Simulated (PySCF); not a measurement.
Species: OsO4 (singlet state).
Geometry (PBE0-D3(BJ)/def2-SVP, Å), atoms numbered from 1 in this order:
```
atom  x, y, z in Å
Os1    0.015   -0.022   -0.012
O2     0.026   -0.046    1.680
O3     1.606   -0.039   -0.587
O4    -0.764    1.381   -0.552
O5    -0.808   -1.384   -0.591
```

Method used: PBE0-D3(BJ)/def2-SVP geometry optimisation, gas phase, def2 core potentials past Kr (PySCF 2.14.0).

(1) Which atoms are bound to Os1, and at what distances?

(2) What is the shape at Os1?

(3) What are the rotational constants (commonest isotopes, rigid rotor)?

## Answers

(1) 4 atoms: O3 1.692 Å, O2 1.693 Å, O4 1.693 Å, O5 1.693 Å.

(2) Tetrahedral: angles from 109.4° to 109.5°; τ4 = (360° − α − β)/141° = 1.00 with α and β the two widest (0 for a square, 1 for a tetrahedron).

(3) A = 4136, B = 4136, C = 4133 MHz: a spherical top.

Point group: Td (tolerance 0.08 Å). Charge 0, singlet. No PBE0-D3(BJ)/def2-SVP frequencies stand behind this structure, so it isn't proved a minimum.
